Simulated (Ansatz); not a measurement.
CH$_{4}$BFOS, SMILES `OCB(F)S`, relaxed with RKS PBE-D4/def2-SVP in the Gaussian-basis code of Ansatz from a rough embedded geometry. The force threshold is 0.03 eV/Å; the program also tests the step.

Total charge 0; spin multiplicity 1.

Start:

```xyz
9

O    -1.594   -0.291    0.658
C    -0.337   -0.769    0.394
B     0.342    0.051   -0.786
F    -0.261    0.051   -2.154
S     1.992    0.889   -0.537
H    -1.437    0.590    1.221
H    -0.448   -1.845    0.063
H     0.323   -0.759    1.258
H     1.419    2.082   -0.117
```

```
         step  energy (eV)  largest force (eV/Å)  largest move (Å)
            1  -17358.3656                 4.265             0.000
            2  -17358.8372                 2.783             0.192
            3  -17358.9815                 1.578             0.080
            4  -17359.0736                 0.258             0.200
            5  -17359.1407                 0.385             0.200
            6  -17359.2349                 0.938             0.195
            7  -17359.3549                 1.317             0.195
            8  -17359.5072                 0.807             0.200
            9  -17359.5916                 0.532             0.200
           10  -17359.6489                 0.273             0.200
           11  -17359.6725                 0.163             0.146
           12  -17359.6888                 0.283             0.195
           13  -17359.6944                 0.236             0.036
           14  -17359.7120                 0.308             0.199
15 (rejected)  -17359.7071                 0.485             0.193
           16  -17359.7234                 0.052             0.096
           17  -17359.7284                 0.092             0.100
           18  -17359.7311                 0.219             0.132
           19  -17359.7333                 0.098             0.011
           20  -17359.7347                 0.063             0.032
           21  -17359.7350                 0.055             0.027
           22  -17359.7353                 0.029             0.032
```

End:

```xyz
9

O    -1.589   -0.896    0.549
C    -0.259   -0.404    0.570
B     0.161    0.415   -0.720
F    -0.807    0.813   -1.564
S     1.845    0.953   -1.126
H    -2.150   -0.192    0.175
H     0.420   -1.277    0.695
H    -0.047    0.238    1.470
H     2.426    0.351   -0.049
```

Hardware: 2 threads of an Arm Neoverse V1 on a shared host. Wall time 47 s, peak host memory 0.17 GiB.
